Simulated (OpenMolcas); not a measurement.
## Ni2+: ligand-field states by method

Ni2+ with its 6 nearest fluoride ions at 2.009 Å, on the Zn site of KZnF3 (a = 4.054 Å, distance in the model lattice 2.027 Å). The rest of the host is ab initio model potentials to 7.6 Å, with orthogonalisation functions on the cations behind the ligands, and point charges beyond; the distance is set by hand and nothing relaxes. Ligand basis ANO-RCC-VDZP.
```
Ni    0.0000    0.0000    0.0000
F     2.0090    0.0000    0.0000
F     0.0000    2.0090    0.0000
F    -2.0090    0.0000    0.0000
F     0.0000   -2.0090    0.0000
F     0.0000    0.0000    2.0090
F     0.0000    0.0000   -2.0090
```

```yaml
Program: OpenMolcas
Basis: ANO-RCC-VTZP [6s5p3d2f1g]
Scalar_Hamiltonian: DKH2, point nucleus
Active_space: 8 electrons in 5 orbitals (3d)
State_averaging: 2S+1 = 3 even, 10 roots; 2S+1 = 1 even, 15 roots
Spin-orbit_coupling: state interaction with AMFI integrals over the reference wave functions
```

I. CASSCF
II. SS-CASPT2, IPEA 0.25 Eh, imaginary shift 0.1 Eh (closed shells correlated: 3s 3p and the ligand valence shells)

Spin-free states (labels of O, the rotations of Oh) in cm-1, each column counted from its own energy of the first state listed:

```csv
State,Degeneracy,I,II
3A2,1,0,0
3T2,3,6673,8480
3T1,3,11602,13500
1E,2,18869,14360
1T2,3,24534,21850
3T1,3,27814,25060
1A1,1,29531,24600
1T1,3,31630,29300
1E,2,35545,35030
1T2,3,36282,35310
1A1,1,70272,60010
```

From I to II, I's first state of the same spin (3T2) moves from 6673 to 8480 cm-1, by about +1800 cm-1.

From I to II, I's first state of another spin (1E) moves from 18869 to 14360 cm-1, by about -4500 cm-1.

I: A least-squares ligand-field fit to the states below 45000 cm-1, each weighted by its degeneracy and with a free common offset, gives 10Dq = 6492 cm-1, B = 1288 cm-1 and C = 4749 cm-1 (C/B = 3.69), with an rms deviation of 86 cm-1. 

χT at 300 K: I 1.46, II 1.36 cm3 K/mol.

Roots that are degenerate in the reference are averaged as groups; the widest CASPT2 spread within a group is 230 cm-1 (the 3-fold group of multiplicity 1 near 21800 cm-1 above the lowest state of its run, II). Shifts and gaps below about the spread of the groups concerned are not significant. Over all roots computed the reference weight is 0.72 to 0.74 in II; a low but even weight reflects the number of correlated electrons. Ligand-to-metal charge-transfer states are missing. Without dynamic correlation the repulsion within the d shell is too large (B by tens of per cent), so at a given field states of lower spin stand too high (holds for I). With no ligand orbital active B as a rule stays too high, so bands that hang on it stand too high and its fall with covalency is understated (holds for I). With metal d orbitals alone and no dynamic correlation 10Dq can be off by a tenth to a fifth, either way, in oxide and fluoride hosts (holds for I). A single d shell leaves out the double-shell effect, which counts most for late 3d ions, where the CASPT2 field can be off either way by tens of per cent (holds for II). These CASPT2 states fit no ligand-field parameters well, so their order and spin gaps are uncertain (holds for II). For late 3d ions with one d shell CASPT2 can put B and the spin-flip bands somewhat low as well as high (holds for II). With one d shell and no ligand orbital active, 10Dq can be off by tens of per cent for divalent 3d ions, low with halides held by bare charges and at times high in hosts, and the orbital part of g and χT goes as 1/10Dq (holds for II). Free-ion shares, where given, are those of the reference states; single-state CASPT2 does not remix them (holds for II). No measured value stands beside these numbers; the geometry was set by hand and not optimised.
